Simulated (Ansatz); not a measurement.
All values below come from PBE-D3(BJ)/def2-SVP in Ansatz (a quantum-chemistry and plane-wave program). No frequencies were computed at this level.

Ansatz 0.2 input:
```yaml
crystal:
  periodic: [false, false, false]
  atoms:
    - { symbol: Si, position_ang: [-2.582359, -1.556063, 0.120171] }
    - { symbol: C, position_ang: [-1.342593, -0.134011, 0.161762] }
    - { symbol: C, position_ang: [-1.772961, 1.151272, 0.408977] }
    - { symbol: C, position_ang: [-0.902945, 2.243031, 0.451961] }
    - { symbol: C, position_ang: [0.443159, 2.065306, 0.243873] }
    - { symbol: S, position_ang: [1.572826, 3.401723, 0.287743] }
    - { symbol: C, position_ang: [0.946904, 0.762782, -0.015796] }
    - { symbol: N, position_ang: [2.269394, 0.622411, -0.215197] }
    - { symbol: C, position_ang: [2.75734, -0.562719, -0.455462] }
    - { symbol: C, position_ang: [1.963354, -1.71759, -0.518003] }
    - { symbol: C, position_ang: [0.613905, -1.597578, -0.317953] }
    - { symbol: C, position_ang: [0.044191, -0.334535, -0.055177] }
    - { symbol: H, position_ang: [-2.562538, -2.197716, -1.198313] }
    - { symbol: H, position_ang: [-3.909556, -1.001891, 0.381068] }
    - { symbol: H, position_ang: [-2.245025, -2.543235, 1.150806] }
    - { symbol: H, position_ang: [-2.82448, 1.333962, 0.577977] }
    - { symbol: H, position_ang: [-1.285717, 3.23297, 0.649302] }
    - { symbol: H, position_ang: [2.600448, 2.583825, 0.028544] }
    - { symbol: H, position_ang: [3.82781, -0.613524, -0.607626] }
    - { symbol: H, position_ang: [2.419044, -2.674424, -0.720329] }
    - { symbol: H, position_ang: [-0.030202, -2.463996, -0.358325] }
basis:
  gaussian: { orbitals: def2-svp }
hamiltonian:
  xc: pbe
  dispersion: d3bj
relax:
  max_steps: 150
```

Output:

```
Functional definition: PBE
2517 factors; their error is unknown
mean field evaluation 1: about -29624.4973 eV, gradient 8.6e1 eV
mean field evaluation 2: about -29512.4218 eV, gradient 2.0e2 eV
mean field evaluation 4: about -29641.5484 eV, gradient 4.2e1 eV
mean field evaluation 8: about -29646.4457 eV, gradient 7.8e-1 eV
mean field evaluation 16: about -29646.2672 eV, gradient 6.8e-3 eV
mean field -29646.26720872 eV, -1089.4802249587 hartree, gradient 3.3e-5 eV, S^2 0.000000; 0 other end points of the search recorded, 0 dependent functions left out
reference -29646.26725341 eV, -1089.4802266012 hartree; 50, 50 occupied and 171, 171 virtual orbitals, 2517 factors
relax step   1: F+E_penalty+E_count = -29647.06686027 eV  Δ(F+E_penalty+E_count) = +0.000e0 eV  max|allowed force component| = 1.001e0 eV/Å  Δτ_max = 0.0000 Å  (36 SCF iters, accepted)
these checks for a lower state are left out or cut short: starts, cluster_reference, orbital_swaps, neighbouring_geometries, increment
2517 factors; their error is unknown
mean field -29646.47652292 eV, -1089.4879171139 hartree, gradient 1.8e-5 eV, S^2 0.000000; 0 other end points of the search recorded, 0 dependent functions left out
reference -29646.47656829 eV, -1089.4879187810 hartree; 50, 50 occupied and 171, 171 virtual orbitals, 2517 factors
relax step   2: F+E_penalty+E_count = -29647.26987782 eV  Δ(F+E_penalty+E_count) = -2.030e-1 eV  max|allowed force component| = 3.401e-1 eV/Å  Δτ_max = 0.0574 Å  (35 SCF iters, accepted)
these checks for a lower state are left out or cut short: starts, cluster_reference, orbital_swaps, neighbouring_geometries, increment
2517 factors; their error is unknown
mean field evaluation 32: about -29646.6774 eV, gradient 1.7e0 eV
mean field -29646.49808457 eV, -1089.4887094898 hartree, gradient 1.8e-5 eV, S^2 0.000000; 0 other end points of the search recorded, 0 dependent functions left out
reference -29646.49813016 eV, -1089.4887111651 hartree; 50, 50 occupied and 171, 171 virtual orbitals, 2517 factors
relax step   3: F+E_penalty+E_count = -29647.28926207 eV  Δ(F+E_penalty+E_count) = -1.938e-2 eV  max|allowed force component| = 8.316e-2 eV/Å  Δτ_max = 0.0204 Å  (35 SCF iters, accepted)
these checks for a lower state are left out or cut short: starts, cluster_reference, orbital_swaps, neighbouring_geometries, increment
2517 factors; their error is unknown
mean field -29646.49883555 eV, -1089.4887370878 hartree, gradient 1.8e-5 eV, S^2 0.000000; 0 other end points of the search recorded, 0 dependent functions left out
reference -29646.49888112 eV, -1089.4887387625 hartree; 50, 50 occupied and 171, 171 virtual orbitals, 2517 factors
relax step   4: F+E_penalty+E_count = -29647.29007426 eV  Δ(F+E_penalty+E_count) = -8.122e-4 eV  max|allowed force component| = 4.415e-2 eV/Å  Δτ_max = 0.0142 Å  (36 SCF iters, accepted)
these checks for a lower state are left out or cut short: starts, cluster_reference, orbital_swaps, neighbouring_geometries, increment
2517 factors; their error is unknown
mean field -29646.49894840 eV, -1089.4887412351 hartree, gradient 1.8e-5 eV, S^2 0.000000; 0 other end points of the search recorded, 0 dependent functions left out
reference -29646.49899396 eV, -1089.4887429093 hartree; 50, 50 occupied and 171, 171 virtual orbitals, 2517 factors
relax step   5: F+E_penalty+E_count = -29647.29043497 eV  Δ(F+E_penalty+E_count) = -3.607e-4 eV  max|allowed force component| = 2.140e-2 eV/Å  Δτ_max = 0.0171 Å  (35 SCF iters, accepted)
these checks for a lower state are left out or cut short: starts, cluster_reference, orbital_swaps, neighbouring_geometries, increment
2517 factors; their error is unknown
mean field -29646.49891545 eV, -1089.4887400241 hartree, gradient 1.8e-5 eV, S^2 0.000000; 0 other end points of the search recorded, 0 dependent functions left out
reference -29646.49896100 eV, -1089.4887416980 hartree; 50, 50 occupied and 171, 171 virtual orbitals, 2517 factors
relax step   6: F+E_penalty+E_count = -29647.29047274 eV  Δ(F+E_penalty+E_count) = -3.777e-5 eV  max|allowed force component| = 6.944e-3 eV/Å  Δτ_max = 0.0047 Å  (36 SCF iters, accepted)
2517 factors; their error is unknown
mean field evaluation 64: about -29646.4989 eV, gradient 3.0e-3 eV
mean field -29646.49891545 eV, -1089.4887400241 hartree, gradient 1.8e-5 eV, S^2 0.000000; 1 other end points of the search recorded, 0 dependent functions left out
reference -29646.49896100 eV, -1089.4887416980 hartree; 50, 50 occupied and 171, 171 virtual orbitals, 2517 factors
Total energy: -29647.29051829 eV, -1089.5178308918 hartree
Atom 0 at    -2.599772    -1.553826     0.122856 Å, force    -0.001654    -0.002067    -0.000082 eV/Å
Atom 1 at    -1.355448    -0.138920     0.162776 Å, force    -0.000572     0.003882     0.000663 eV/Å
Atom 2 at    -1.794643     1.164877     0.413909 Å, force     0.001065    -0.002252    -0.000508 eV/Å
Atom 3 at    -0.915273     2.272282     0.457928 Å, force     0.001344    -0.000778    -0.000293 eV/Å
Atom 4 at     0.454570     2.108098     0.248622 Å, force    -0.000637     0.005870     0.000974 eV/Å
Atom 5 at     1.579668     3.453725     0.294470 Å, force    -0.000906    -0.002614    -0.000267 eV/Å
Atom 6 at     0.963235     0.779288    -0.015575 Å, force     0.000563     0.001775     0.000165 eV/Å
Atom 7 at     2.300068     0.636527    -0.217267 Å, force    -0.006517    -0.006944    -0.000141 eV/Å
Atom 8 at     2.799016    -0.566471    -0.461648 Å, force     0.004543     0.001135    -0.000419 eV/Å
Atom 9 at     1.996107    -1.734247    -0.524882 Å, force    -0.002226     0.000006     0.000294 eV/Å
Atom 10 at     0.629865    -1.611213    -0.322118 Å, force     0.001587     0.000494    -0.000143 eV/Å
Atom 11 at     0.051035    -0.336260    -0.056356 Å, force     0.002368    -0.000816    -0.000442 eV/Å
Atom 12 at    -2.614005    -2.251110    -1.213555 Å, force     0.000094     0.000078     0.000479 eV/Å
Atom 13 at    -3.963069    -0.980561     0.391442 Å, force     0.000388    -0.000337    -0.000102 eV/Å
Atom 14 at    -2.292758    -2.600685     1.163158 Å, force    -0.000030     0.000214    -0.000445 eV/Å
Atom 15 at    -2.866662     1.352180     0.586353 Å, force     0.000145    -0.000041    -0.000013 eV/Å
Atom 16 at    -1.317539     3.276178     0.659956 Å, force    -0.000337    -0.000450    -0.000022 eV/Å
Atom 17 at     2.615357     2.574317     0.025135 Å, force     0.001784     0.000305    -0.000198 eV/Å
Atom 18 at     3.890288    -0.631086    -0.618650 Å, force    -0.000467     0.001760     0.000311 eV/Å
Atom 19 at     2.457228    -2.711168    -0.730897 Å, force    -0.000228    -0.000016     0.000027 eV/Å
Atom 20 at    -0.017269    -2.501926    -0.365657 Å, force    -0.000306     0.000796     0.000161 eV/Å
Dipole moment:     0.064374    -0.378528    -0.064376 e Å
```

Cost: roughly 80 core-seconds.
